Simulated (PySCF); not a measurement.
Computed shifts of a molecule C4H5F, PBE/pcSseg-1 in PySCF, GIAO, gas phase, atoms alike by connectivity averaged where their shifts nearly agree, in ppm (number of nuclei): ¹³C: 208.9 (1), 136.9 (1), 113.6 (1), 23.3 (1). ¹⁹F: -188.4 (1). ¹H: 7.56 (1), 6.48 (1), 2.19 (3). References: ¹³C against TMS (σ = 182.0 ppm); ¹⁹F against CFCl3 (σ = 133.6 ppm); ¹H against TMS (σ = 31.49 ppm), references at their B3LYP-D3(BJ)/def2-TZVP geometries, non-relativistic. The structure is a stationary point at PBE0-D3(BJ)/def2-SVP. Other conformers were not sampled.

### Question
Which molecule gave these data?
(A) C=C=C(C)F
(B) C#C[C@H](C)F
(C) F[C@H]1C=CC1
(D) CC=C=CF

### Answer
D, CC=C=CF
